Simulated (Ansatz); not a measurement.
Geometry optimisation of CCl₂NOSi, SMILES `O=C=N[Si](Cl)Cl` radical.

```yaml
crystal:
  periodic: [false, false, false]
  atoms:
    - {symbol: O, position_ang: [-2.821977, 0.040244, -0.728552]}
    - {symbol: C, position_ang: [-1.680575, 0.003806, -0.437496]}
    - {symbol: N, position_ang: [-0.501826, -0.001133, -0.140698]}
    - {symbol: Si, position_ang: [1.066872, -0.534130, 0.323816]}
    - {symbol: Cl, position_ang: [2.402448, 0.020848, -1.169432]}
    - {symbol: Cl, position_ang: [1.577257, 0.406365, 2.106162]}
basis:
  gaussian: {orbitals: def2-TZVP}
magnetization: {spin_polarized: true, initial_magnetization: 1}
hamiltonian: {xc: pbe0, dispersion: d4}
relax: {f_tol: 0.005, max_steps: 150}
```

```sh
$ ansatz run in.yaml --threads 4 --pin off --events-out ev --progress --plain --max-ram 10444MiB
```

Output, abridged:

```
Functional definition: PBE0
  name "PBE0"
  cite "Adamo & Barone, J. Chem. Phys. 110, 6158 (1999) doi:10.1063/1.478522"
  cite "Perdew, Burke & Ernzerhof, Phys. Rev. Lett. 77, 3865 (1996) doi:10.1103/PhysRevLett.77.3865"
  parent pbe
  parameter a = 0.25
  parameter kappa = 0.804
  parameter beta = 0.06672455060314922
  exchange = (1 - a)*pbe_x(kappa = kappa, mu = beta*pi^2/3) + a*exact_x
  correlation = pbe_c(beta = beta)
mean field -37485.83273525 eV, -1377.5789442102 hartree, gradient 7.9e-5 eV, S^2 0.752629; 0 other end points of the search recorded, 0 dependent functions left out
the calculation of the forces begins
relax step   1: F+E_penalty+E_count = -37486.02097369 eV  Δ(F+E_penalty+E_count) = +0.000e0 eV  max|allowed force component| = 1.802e0 eV/Å  Δτ_max = 0.0000 Å  (34 SCF iters, accepted)
these checks for a lower state are left out or cut short: starts, cluster_reference, orbital_swaps, neighbouring_geometries, increment
mean field -37485.89871959 eV, -1377.5813690902 hartree, gradient 1.3e-5 eV, S^2 0.752420; 0 other end points of the search recorded, 0 dependent functions left out
the calculation of the forces begins
relax step   2: F+E_penalty+E_count = -37486.08934771 eV  Δ(F+E_penalty+E_count) = -6.837e-2 eV  max|allowed force component| = 3.260e-1 eV/Å  Δτ_max = 0.0412 Å  (36 SCF iters, accepted)
these checks for a lower state are left out or cut short: starts, cluster_reference, orbital_swaps, neighbouring_geometries, increment
mean field -37485.90207104 eV, -1377.5814922537 hartree, gradient 2.5e-5 eV, S^2 0.752386; 0 other end points of the search recorded, 0 dependent functions left out
the calculation of the forces begins
relax step   3: F+E_penalty+E_count = -37486.09295521 eV  Δ(F+E_penalty+E_count) = -3.608e-3 eV  max|allowed force component| = 1.776e-1 eV/Å  Δτ_max = 0.0161 Å  (36 SCF iters, accepted)
these checks for a lower state are left out or cut short: starts, cluster_reference, orbital_swaps, neighbouring_geometries, increment
mean field -37485.90245843 eV, -1377.5815064900 hartree, gradient 2.4e-5 eV, S^2 0.752390; 0 other end points of the search recorded, 0 dependent functions left out
the calculation of the forces begins
relax step   4: F+E_penalty+E_count = -37486.09353063 eV  Δ(F+E_penalty+E_count) = -5.754e-4 eV  max|allowed force component| = 4.577e-2 eV/Å  Δτ_max = 0.0061 Å  (38 SCF iters, accepted)
these checks for a lower state are left out or cut short: starts, cluster_reference, orbital_swaps, neighbouring_geometries, increment
mean field -37485.90260764 eV, -1377.5815119734 hartree, gradient 2.4e-5 eV, S^2 0.752393; 0 other end points of the search recorded, 0 dependent functions left out
the calculation of the forces begins
relax step   5: F+E_penalty+E_count = -37486.09363828 eV  Δ(F+E_penalty+E_count) = -1.076e-4 eV  max|allowed force component| = 4.935e-2 eV/Å  Δτ_max = 0.0022 Å  (37 SCF iters, accepted)
these checks for a lower state are left out or cut short: starts, cluster_reference, orbital_swaps, neighbouring_geometries, increment
mean field -37485.90317178 eV, -1377.5815327051 hartree, gradient 2.4e-5 eV, S^2 0.752403; 0 other end points of the search recorded, 0 dependent functions left out
the calculation of the forces begins
relax step   6: F+E_penalty+E_count = -37486.09410062 eV  Δ(F+E_penalty+E_count) = -4.623e-4 eV  max|allowed force component| = 7.349e-2 eV/Å  Δτ_max = 0.0142 Å  (36 SCF iters, accepted)
these checks for a lower state are left out or cut short: starts, cluster_reference, orbital_swaps, neighbouring_geometries, increment
mean field -37485.90444998 eV, -1377.5815796780 hartree, gradient 1.6e-5 eV, S^2 0.752410; 0 other end points of the search recorded, 0 dependent functions left out
the calculation of the forces begins
relax step   7: F+E_penalty+E_count = -37486.09551514 eV  Δ(F+E_penalty+E_count) = -1.415e-3 eV  max|allowed force component| = 3.683e-2 eV/Å  Δτ_max = 0.0458 Å  (35 SCF iters, accepted)
these checks for a lower state are left out or cut short: starts, cluster_reference, orbital_swaps, neighbouring_geometries, increment
mean field -37485.90464201 eV, -1377.5815867352 hartree, gradient 2.5e-5 eV, S^2 0.752408; 0 other end points of the search recorded, 0 dependent functions left out
the calculation of the forces begins
relax step   8: F+E_penalty+E_count = -37486.09577912 eV  Δ(F+E_penalty+E_count) = -2.640e-4 eV  max|allowed force component| = 3.226e-2 eV/Å  Δτ_max = 0.0203 Å  (35 SCF iters, accepted)
these checks for a lower state are left out or cut short: starts, cluster_reference, orbital_swaps, neighbouring_geometries, increment
mean field -37485.90464572 eV, -1377.5815868714 hartree, gradient 2.3e-5 eV, S^2 0.752408; 0 other end points of the search recorded, 0 dependent functions left out
the calculation of the forces begins
relax step   9: F+E_penalty+E_count = -37486.09580364 eV  Δ(F+E_penalty+E_count) = -2.452e-5 eV  max|allowed force component| = 1.352e-2 eV/Å  Δτ_max = 0.0107 Å  (37 SCF iters, accepted)
these checks for a lower state are left out or cut short: starts, cluster_reference, orbital_swaps, neighbouring_geometries, increment
mean field -37485.90464258 eV, -1377.5815867559 hartree, gradient 1.3e-5 eV, S^2 0.752408; 0 other end points of the search recorded, 0 dependent functions left out
the calculation of the forces begins
relax step  10: F+E_penalty+E_count = -37486.09580636 eV  Δ(F+E_penalty+E_count) = -2.715e-6 eV  max|allowed force component| = 9.893e-4 eV/Å  Δτ_max = 0.0015 Å  (29 SCF iters, accepted)
mean field -37485.90464258 eV, -1377.5815867559 hartree, gradient 1.4e-5 eV, S^2 0.752408; 1 other end points of the search recorded, 0 dependent functions left out
the calculation of the forces begins
Total energy: -37486.09583503 eV, -1377.5886129491 hartree
Atom 0 at    -2.779107    -0.030414    -0.709783 Å, force    -0.000697     0.000216    -0.000194 eV/Å
Atom 1 at    -1.654119     0.013116    -0.430744 Å, force    -0.000111    -0.000353    -0.000005 eV/Å
Atom 2 at    -0.491900     0.102561    -0.147799 Å, force     0.000206    -0.000135     0.000108 eV/Å
Atom 3 at     1.024956    -0.502465     0.307677 Å, force     0.000757     0.000989    -0.000036 eV/Å
Atom 4 at     2.378485    -0.013020    -1.141324 Å, force    -0.000248    -0.000306     0.000690 eV/Å
Atom 5 at     1.563882     0.366221     2.075773 Å, force     0.000092    -0.000411    -0.000563 eV/Å
Dipole moment:     0.077676    -0.133063     0.035314 e Å
```

Run time 20 s (4 threads of an AMD EPYC 9R45 on a shared host); peak host memory 0.79 GiB.
